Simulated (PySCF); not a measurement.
Run record: excited-state job, `[GeH3][O]C12CC(C1)C2`.

Method: TDDFT CAM-B3LYP/def2-SVPD, vertical, gas phase, core orbitals frozen in the response (PySCF 2.14.0, density-fitted response routines). Geometry: GFN2-xTB. A driver script takes a list of jobs; this job's settings line and coordinates (Å) are shown.

Input:
```
{"job": {"kind": "uv", "xc": "CAM-B3LYP", "basis": "def2-SVPD", "nstates": 8, "ntriplets": 3}, "charge": 0, "multiplicity": 1}
Ge     2.551372     0.505087    -0.590709
O      1.012022     1.092326    -0.001562
C     -0.120098     0.342647     0.197764
C     -1.465700     0.881101     0.716822
C     -1.670197    -0.626547     0.481567
C     -0.918809    -0.456733    -0.848366
C     -0.305331    -0.851832     1.151661
H      2.391494    -0.075610    -1.967654
H      3.100884    -0.535241     0.344435
H      3.333777     1.769849    -0.579462
H     -2.003156     1.561963     0.060976
H     -1.486082     1.229559     1.746806
H     -2.577410    -1.194302     0.645920
H     -0.430096    -1.340088    -1.258343
H     -1.414883     0.116772    -1.628222
H      0.230688    -1.764105     0.891748
H     -0.235473    -0.642814     2.216856
```

Question: What does the run print?

Answer: 
```
coarse grid: 63216 points
cycle   1  E = -2348.1258165599  dE =  8.076e-01  |g| = 7.778e-01  |ddm| = 9.823e+00
cycle   2  E = -2348.0526189464  dE =  7.320e-02  |g| = 1.035e+00  |ddm| = 6.890e+00
cycle   3  E = -2348.2299167508  dE = -1.773e-01  |g| = 1.126e-01  |ddm| = 4.706e+00
cycle   4  E = -2348.2320886722  dE = -2.172e-03  |g| = 4.307e-02  |ddm| = 2.767e-01
cycle   5  E = -2348.2324281569  dE = -3.395e-04  |g| = 3.259e-03  |ddm| = 1.056e-01
cycle   6  E = -2348.2324304367  dE = -2.280e-06  |g| = 1.278e-03  |ddm| = 1.409e-02
final grid: 134008 points
cycle   7  E = -2348.2324275537  dE = -1.105e-07  |g| = 1.255e-03  |ddm| = 1.888e-02
cycle   8  E = -2348.2324275354  dE =  1.830e-08  |g| = 1.290e-03  |ddm| = 8.555e-03
cycle   9  E = -2348.2324279074  dE = -3.720e-07  |g| = 4.896e-05  |ddm| = 3.554e-03
cycle  10  E = -2348.2324279079  dE = -5.157e-10  |g| = 1.964e-05  |ddm| = 1.743e-04
converged SCF energy = -2348.2324279079

Static polarisability (au): isotropic 85.584, principal 80.018 80.859 95.875

Singlet excitations
state   eV       nm        f      main configurations
  1   6.7871    182.7   0.00173   H->L+1 0.84, H->L 0.08
  2   7.3723    168.2   0.00797   H->L 0.84, H->L+1 0.10
  3   7.4353    166.8   0.03231   H-1->L+1 0.86
  4   7.9645    155.7   0.01706   H-1->L 0.83
  5   8.0147    154.7   0.02240   H->L+3 0.54, H->L+2 0.33
  6   8.2486    150.3   0.04149   H->L+2 0.60, H->L+3 0.27
  7   8.4160    147.3   0.02114   H->L+4 0.61, H->L+6 0.18, H-1->L+2 0.14
  8   8.5711    144.7   0.08724   H-1->L+2 0.73

Triplet excitations (Tamm-Dancoff, eV): 6.4978 7.0950 7.1983
```

The SCF starts on a coarse grid where the log names one; the energy can jump when the final grid takes over, and dE then counts from the start density on the new grid. H and L stand for HOMO and LUMO; the number after each pair is its weight.

Question: Which computed singlet has the largest oscillator strength, and what do all of them sum to?

Answer: State 8 at 8.57 eV (145 nm), f = 0.087; the 8 states sum to 0.231.

In short: HOMO -8.98 eV, LUMO 0.96 eV; lowest singlet 6.79 eV; lowest triplet 6.50 eV (Tamm–Dancoff); mean polarisability 85.6 au.

 The CAM-B3LYP/def2-SVPD calculation is non-relativistic and has no spin–orbit coupling, an omission that weighs most on germanium.

Question: Estimate the wall time. Hardware: one thread, x86-64 server (shared host).

Answer: About 45 s.

One conformer stands for the species.
Labels such as C1 count atoms from 1, the log's own numbers from 0.
